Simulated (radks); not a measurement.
Polarisability of neutral chromium, [Ar] 3d5 4s1, at imaginary frequency. All-electron calculation, non-relativistic Kohn-Sham, PBE, spin-polarised, spherical densities, point nucleus; open shells are filled with parallel spins first. Program: a radial shooting solver on a logarithmic mesh with Libxc functionals. Response by self-consistent Sternheimer equations with the Hartree and adiabatic LDA kernel.

| w (hartree) | alpha1(iw) (bohr^3) |
|---|---|
| 0.00266 | 72.11 |
| 0.0143 | 71.35 |
| 0.0360 | 67.45 |
| 0.0697 | 57.57 |
| 0.118 | 42.82 |
| 0.186 | 28.52 |
| 0.280 | 18.07 |
| 0.413 | 11.35 |
| 0.605 | 7.124 |
| 0.892 | 4.424 |
| 1.35 | 2.647 |
| 2.12 | 1.453 |
| 3.59 | 0.6747 |
| 6.94 | 0.2338 |
| 17.5 | 0.04811 |

Static values: alpha1 = 72.13 bohr^3 (10.69 angstrom^3; uncoupled 110.7). C6 = 601.8, triple-dipole C9 = 30560 atomic units. One-pole (London) frequency 4 C6 / (3 alpha1^2) = 0.154 hartree, against 0.140 for minus the highest occupied eigenvalue. Recommended static value: 83 bohr^3 (Schwerdtfeger and Nagle, 2023 table).
